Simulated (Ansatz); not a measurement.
Steps of a relaxation of C₂H₈SSi₂ (`C=C(S)[SiH2][SiH3]`) with RKS PBE0-D4/def2-TZVP.

```sh
$ ansatz run in.yaml --threads 4 --pin off --events-out ev --progress --plain --max-ram 10444MiB
```

```yaml
crystal:
  periodic: [false, false, false]
  atoms:
    - {symbol: C, position_ang: [-0.222137, 0.102344, 2.221604]}
    - {symbol: C, position_ang: [0.468005, -0.016445, 1.062679]}
    - {symbol: S, position_ang: [1.766972, -1.181579, 0.754304]}
    - {symbol: Si, position_ang: [0.044743, 1.050656, -0.449607]}
    - {symbol: Si, position_ang: [-0.618733, -0.354295, -2.218971]}
    - {symbol: H, position_ang: [-1.023914, 0.850385, 2.323190]}
    - {symbol: H, position_ang: [-0.015696, -0.532111, 3.101413]}
    - {symbol: H, position_ang: [1.744193, -1.809243, 1.968040]}
    - {symbol: H, position_ang: [-1.062886, 1.988010, -0.051262]}
    - {symbol: H, position_ang: [1.244011, 1.858769, -0.874048]}
    - {symbol: H, position_ang: [-1.725411, -1.262874, -1.754914]}
    - {symbol: H, position_ang: [-1.119519, 0.463010, -3.381183]}
    - {symbol: H, position_ang: [0.540473, -1.191425, -2.686447]}
basis:
  gaussian: {orbitals: def2-TZVP}
hamiltonian: {xc: pbe0, dispersion: d4}
relax: {f_tol: 0.005, max_steps: 150}
```

Positions (Å) and forces (eV/Å) along the path, 8 of 8 steps:

```xyz
13
step=1 energy=-28782.9114 eV
C    -0.222    0.102    2.222    0.345   -0.090   -0.488
C     0.468   -0.016    1.063   -0.361    0.078    0.553
S     1.767   -1.182    0.754   -0.374    0.063    0.630
Si    0.045    1.051   -0.450    0.030    0.061    0.172
Si   -0.619   -0.354   -2.219   -0.066   -0.107   -0.137
H    -1.024    0.850    2.323    0.439   -0.393   -0.078
H    -0.016   -0.532    3.101   -0.112    0.332   -0.475
H     1.744   -1.809    1.968    0.017    0.236   -0.462
H    -1.063    1.988   -0.051    0.228   -0.198   -0.068
H     1.244    1.859   -0.874   -0.243   -0.179    0.112
H    -1.725   -1.263   -1.755    0.231    0.186   -0.101
H    -1.120    0.463   -3.381    0.106   -0.161    0.244
H     0.540   -1.191   -2.686   -0.239    0.172    0.098
13
step=2 energy=-28782.9612 eV
C    -0.214    0.103    2.200    0.030   -0.037   -0.076
C     0.468   -0.016    1.057    0.015   -0.041    0.031
S     1.767   -1.174    0.774   -0.169    0.043    0.215
Si    0.041    1.038   -0.448    0.051    0.010    0.131
Si   -0.624   -0.350   -2.213   -0.018   -0.050   -0.058
H    -1.006    0.844    2.297    0.103   -0.110   -0.008
H    -0.018   -0.529    3.068   -0.021    0.117   -0.110
H     1.739   -1.788    1.980   -0.002    0.102   -0.176
H    -1.055    1.965   -0.045    0.053   -0.048   -0.014
H     1.234    1.837   -0.857   -0.063   -0.038    0.007
H    -1.721   -1.252   -1.759    0.051    0.045   -0.025
H    -1.117    0.467   -3.361    0.026   -0.033    0.064
H     0.525   -1.179   -2.677   -0.057    0.039    0.020
13
step=3 energy=-28782.9641 eV
C    -0.219    0.095    2.191    0.057    0.067    0.088
C     0.463   -0.024    1.053    0.073   -0.048   -0.083
S     1.761   -1.174    0.779   -0.018    0.045    0.017
Si    0.044    1.032   -0.444   -0.030   -0.050    0.003
Si   -0.622   -0.349   -2.212   -0.009    0.016   -0.001
H    -1.017    0.822    2.282   -0.017    0.015    0.012
H     0.009   -0.497    3.074   -0.062   -0.041   -0.032
H     1.729   -1.777    1.981    0.006   -0.003    0.004
H    -1.047    1.956   -0.037   -0.009    0.009   -0.001
H     1.231    1.828   -0.859    0.013    0.003    0.014
H    -1.719   -1.246   -1.763   -0.011   -0.010   -0.001
H    -1.112    0.475   -3.350   -0.003    0.005   -0.014
H     0.520   -1.176   -2.680    0.010   -0.009   -0.006
13
step=4 energy=-28782.9644 eV
C    -0.214    0.095    2.192   -0.013    0.012    0.028
C     0.478   -0.030    1.059   -0.018   -0.007   -0.014
S     1.792   -1.164    0.811   -0.013    0.017   -0.040
Si    0.048    1.013   -0.443   -0.016    0.060   -0.025
Si   -0.640   -0.337   -2.229    0.039   -0.057    0.036
H    -1.016    0.820    2.275    0.004   -0.009   -0.021
H    -0.011   -0.508    3.074    0.008   -0.004   -0.012
H     1.750   -1.758    2.015    0.008   -0.017    0.033
H    -1.040    1.942   -0.041   -0.010    0.006    0.031
H     1.234    1.811   -0.856    0.015   -0.003   -0.011
H    -1.738   -1.235   -1.781   -0.013   -0.002   -0.010
H    -1.125    0.484   -3.372    0.009    0.025    0.030
H     0.503   -1.168   -2.690    0.000   -0.021   -0.027
13
step=5 energy=-28782.9662 eV
C    -0.220    0.091    2.185    0.000    0.007   -0.007
C     0.477   -0.027    1.054   -0.005   -0.003    0.015
S     1.789   -1.161    0.803    0.000    0.008   -0.007
Si    0.049    1.023   -0.444    0.018   -0.002    0.008
Si   -0.635   -0.346   -2.217   -0.004   -0.003   -0.004
H    -1.025    0.813    2.266    0.001    0.004    0.003
H    -0.019   -0.517    3.063   -0.004   -0.007    0.004
H     1.758   -1.750    2.013    0.000    0.002   -0.007
H    -1.035    1.954   -0.030   -0.001   -0.008   -0.008
H     1.239    1.815   -0.862   -0.005   -0.002   -0.003
H    -1.741   -1.235   -1.772   -0.002    0.001   -0.001
H    -1.116    0.488   -3.352    0.003    0.002    0.004
H     0.499   -1.184   -2.690    0.000    0.002    0.002
13
step=6 energy=-28782.9664 eV
C    -0.219    0.092    2.189   -0.001   -0.002    0.001
C     0.475   -0.025    1.056    0.007   -0.001   -0.005
S     1.788   -1.157    0.799   -0.004    0.001    0.006
Si    0.048    1.022   -0.443   -0.001    0.000    0.004
Si   -0.635   -0.347   -2.217    0.002   -0.003    0.002
H    -1.023    0.815    2.271    0.000    0.000    0.003
H    -0.017   -0.519    3.065   -0.003    0.002   -0.001
H     1.763   -1.749    2.007    0.003   -0.001   -0.004
H    -1.039    1.951   -0.034   -0.003    0.000   -0.002
H     1.236    1.814   -0.861    0.000    0.001   -0.003
H    -1.749   -1.229   -1.778   -0.001    0.001   -0.001
H    -1.105    0.489   -3.355    0.001    0.003    0.001
H     0.497   -1.191   -2.683   -0.001   -0.001   -0.001
13
step=7 energy=-28782.9664 eV
C    -0.219    0.092    2.190   -0.001    0.001    0.001
C     0.476   -0.025    1.057    0.001    0.001    0.001
S     1.788   -1.157    0.798    0.001   -0.001   -0.001
Si    0.047    1.021   -0.443    0.001   -0.002    0.001
Si   -0.634   -0.347   -2.217    0.001    0.000    0.000
H    -1.022    0.815    2.273    0.001    0.000    0.000
H    -0.017   -0.518    3.066   -0.001    0.000   -0.001
H     1.765   -1.749    2.006    0.000    0.000    0.000
H    -1.042    1.949   -0.035   -0.001    0.000    0.000
H     1.234    1.815   -0.862   -0.001    0.001   -0.001
H    -1.753   -1.226   -1.781    0.000    0.000    0.000
H    -1.099    0.491   -3.356    0.001    0.001    0.000
H     0.496   -1.195   -2.681   -0.001   -0.001    0.000
13
step=8 energy=-28782.9664 eV
C    -0.218    0.092    2.190   -0.002    0.000    0.001
C     0.476   -0.025    1.057   -0.002    0.002    0.001
S     1.789   -1.156    0.798    0.003   -0.002   -0.002
Si    0.046    1.020   -0.443    0.001    0.000    0.000
Si   -0.634   -0.348   -2.218   -0.001    0.000   -0.001
H    -1.022    0.815    2.274    0.001    0.000   -0.002
H    -0.016   -0.518    3.067    0.002    0.000   -0.001
H     1.767   -1.748    2.006   -0.001    0.000    0.002
H    -1.044    1.946   -0.035   -0.001    0.000    0.000
H     1.232    1.816   -0.862    0.000    0.000    0.000
H    -1.756   -1.223   -1.785    0.000    0.000    0.000
H    -1.094    0.493   -3.357    0.000    0.000    0.000
H     0.494   -1.199   -2.679    0.000    0.000    0.000
```

Hardware: 4 threads of an Arm Neoverse V1 on a shared host. Wall time 40 s, peak host memory 0.68 GiB.
